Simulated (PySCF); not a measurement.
C₄H₆OS, SMILES S[C@@H]1C(=O)CC1.

The structure is a stationary point at PBE-D3(BJ)/def2-SVP. The structure was generated by enumeration; whether it is a known compound was not checked. The values are those of a single conformer.

Two levels are set side by side: TDA-PBE/def2-SVPD (PySCF) and TDA-ωB97X/def2-SVPD (PySCF). Vertical, same geometry. The lowest singlet is HOMO→LUMO 97 % with PBE and HOMO−1→LUMO 59 %, HOMO→LUMO 31 % with the other functional; states are paired by order. Differences are taken from unrounded values.

| quantity | TDA-PBE |
|---|---|
| lowest singlet excitation (eV) | 3.61 |
| lowest triplet excitation (TDA) (eV) | 3.29 |

These are the TDA-PBE values. What does TDA-ωB97X give? (An estimate is asked for; the answer gives what the named calculation found.)


| quantity | TDA-ωB97X | TDA-PBE minus TDA-ωB97X |
|---|---|---|
| lowest singlet excitation (eV) | 4.29 | -0.68 |
| lowest triplet excitation (TDA) (eV) | 3.77 | -0.47 |

Functionals without exact exchange tend to place singlet excitations lower, as here. Differences between two approximate levels are no errors against the true value.

Rough cost on one machine, each run with all the roots and properties that it gave: TDA-ωB97X against TDA-PBE about 5 times.
